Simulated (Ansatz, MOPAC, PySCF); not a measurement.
Bond stretch in SiH (cation, charge +1), singlet.

Methods: PM7, restricted, heats of formation (MOPAC); UKS-B3LYP/LANL2DZ = unrestricted B3LYP/LANL2DZ, with its core potentials past Ne (PySCF 2.14.0); FCI = full CI/cc-pVTZ, frozen core run with Ansatz (a quantum-chemistry and plane-wave program).

Energies relative to the lowest point of each curve near equilibrium, in kJ/mol:

| R / Å | PM7 | UKS-B3LYP/LANL2DZ |
|---|---|---|
| 1.23 | 57.0 | 106.6 |
| 1.31 | 22.8 | 50.5 |
| 1.52 | 2.3 | 0.0 |
| 1.57 | 8.3 | 1.0 |
| 1.63 | 19.3 | 6.2 |
| 1.64 | 21.5 | 7.5 |
| 1.77 | 57.3 | 30.5 |
| 2.51 | 311.1 | 219.5 |
| 3.00 | 413.3 | 272.1 |
| 4.59 | 511.7 | 300.7 |
| 5.35 | 522.6 | 302.0 |
| 6.00 | 527.8 | 301.7 |

Estimate the FCI values at these points.

1.23: 98.3; 1.31: 44.1; 1.52: 0.0; 1.57: 2.5; 1.63: 9.4; 1.64: 10.9; 1.77: 37.0; 2.51: 223.2; 3.00: 287.5; 4.59: 321.2; 5.35: 321.9; 6.00: 322.0 (kJ/mol).

The restricted form behind PM7 keeps the bonding electrons paired and can't separate into open-shell fragments. The unrestricted determinant behind UKS-B3LYP/LANL2DZ is spin-contaminated at 2.51 to 6.00 Å (<S²> up to 1.0, against 0.00 for a pure singlet).
